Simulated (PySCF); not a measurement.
Compound: C3H4N2OSi.
InChI=1S/C3H4N2OSi/c4-1-3(2-5)6-7/h3H,7H3

Torsions of this conformer, `[N:1]#[C:2][CH:3]([C:4]#[N:5])[O:6][SiH3:7]`: C2–C3–O6–Si7 68°.

The closed-shell ground state was solved at several levels (PySCF, density fitting, gas phase, non-relativistic). Geometry: PBE0-D3(BJ)/def2-SVP, one conformer, isolated molecule.

| level | basis functions | total energy (Eh) | HOMO (eV) | LUMO (eV) | gap (eV) | dipole (D) |
| --- | --- | --- | --- | --- | --- | --- |
| PBE0/6-311+G(2d,p) | 221 | -590.5289 | -9.63 | -1.59 | 8.04 | 4.36 |
| LDA/def2-SVPD | 179 | -586.9659 | -8.20 | -2.84 | 5.36 | 4.31 |
| PBE0/pcSseg-0 | 75 | -589.3757 | -9.48 | -1.50 | 7.98 | 4.73 |
| PBE0/6-31G* | 110 | -590.4052 | -9.40 | -1.21 | 8.19 | 4.22 |
| B97-D/pcSseg-1 | 146 | -590.6492 | -8.09 | -2.33 | 5.76 | 4.21 |
| PBE0/cc-pVTZ | 270 | -590.5480 | -9.58 | -1.44 | 8.14 | 4.24 |
| mPW1PW91/pcSseg-1 | 146 | -590.7844 | -9.66 | -1.45 | 8.21 | 4.36 |
| LC-wPBE/pcSseg-1 | 146 | -590.5619 | -12.40 | 0.92 | 13.32 | 4.39 |
| B3LYP/pcSseg-1 | 146 | -590.8922 | -9.36 | -1.65 | 7.71 | 4.31 |
| CAM-B3LYP/def2-SVPD | 179 | -590.4725 | -11.07 | -0.41 | 10.66 | 4.37 |
| PBE0/6-31G | 75 | -590.2616 | -9.26 | -1.27 | 7.99 | 4.68 |

(1) Estimate the row for PBE0/IGLO-III, a basis of 294 functions; the other rows only guide the guess.

(2) Over all these levels, which gives the widest orbital gap and which the narrowest?

(3) How much does the basis alone move the frontier levels among the 6 PBE0 rows (the withheld one included)?

(4) In the pcSseg-1 basis, how does the gap go with the fixed share of exact exchange?

(5) How far do the dipole and the HOMO energy spread over the levels?

## Answers

(1) Total energy -590.5614 Eh, HOMO -9.62 eV, LUMO -1.53 eV, gap 8.09 eV, dipole 4.32 D.

(2) LC-wPBE/pcSseg-1 (range-separated hybrid) has the widest, 13.32 eV, and LDA/def2-SVPD (LDA) the narrowest, 5.36 eV. Functional and basis both differ between the two, so the spread mixes both effects.

(3) The HOMO by 0.37 eV and the LUMO by 0.38 eV. By rising basis size (HOMO, LUMO in eV): pcSseg-0 -9.48, -1.50; 6-31G -9.26, -1.27; 6-31G* -9.40, -1.21; 6-311+G(2d,p) -9.63, -1.59; cc-pVTZ -9.58, -1.44; IGLO-III -9.62, -1.53.

(4) B97-D (0 %) 5.76 eV; B3LYP (20 %) 7.71 eV; mPW1PW91 (25 %) 8.21 eV. Each rise in the share widens the gap here.

(5) The dipole runs from 4.21 to 4.73 D (mean 4.37 D) and the HOMO from -12.40 to -8.09 eV.

The pairwise dispersion term of B97-D wasn't added to the energies; at a given geometry it leaves orbitals and properties as they are.
